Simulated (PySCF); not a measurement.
Species: 2-isopropenylnaphthalene, C13H12.
SMILES: `C=C(C)C1=CC2=CC=CC=C2C=C1`

Torsions of this conformer, `[CH2:1]=[C:2]([CH3:3])[c:4]1[cH:5][cH:6][c:7]2[cH:8][cH:9][cH:10][cH:11][c:12]2[cH:13]1`: C1–C2–C4–C5 146°.

The closed-shell ground state was solved at several levels (PySCF, density fitting, gas phase, non-relativistic). Geometry: PBE0-D3(BJ)/def2-SVP, one conformer, isolated molecule.

```csv
level,basis functions,total energy (Eh),HOMO (eV),LUMO (eV),gap (eV),dipole (D)
B3LYP/pcJ-1,471,-502.6286,-5.98,-1.50,4.48,0.36
PBE0/def2-SVPD,356,-501.6670,-6.19,-1.39,4.80,0.36
PBE/pcSseg-1,281,-501.8900,-5.35,-2.17,3.18,0.40
```

(1) Estimate the row for PBE0/pcSseg-1, a basis of 281 functions; the other rows only guide the guess.

(2) Over all these levels, which gives the widest orbital gap and which the narrowest?

(3) How far do the dipole and the HOMO energy spread over the levels?

Results:

(1) Total energy -501.9356 Eh, HOMO -6.21 eV, LUMO -1.37 eV, gap 4.84 eV, dipole 0.38 D.

(2) PBE0/pcSseg-1 (global hybrid, 25 % exact exchange) has the widest, 4.84 eV, and PBE/pcSseg-1 (GGA) the narrowest, 3.18 eV. The two share the basis. From the narrowest to the widest the HOMO moves by -0.86 eV and the LUMO by +0.80 eV.

(3) The dipole runs from 0.36 to 0.40 D (mean 0.37 D) and the HOMO from -6.21 to -5.35 eV.
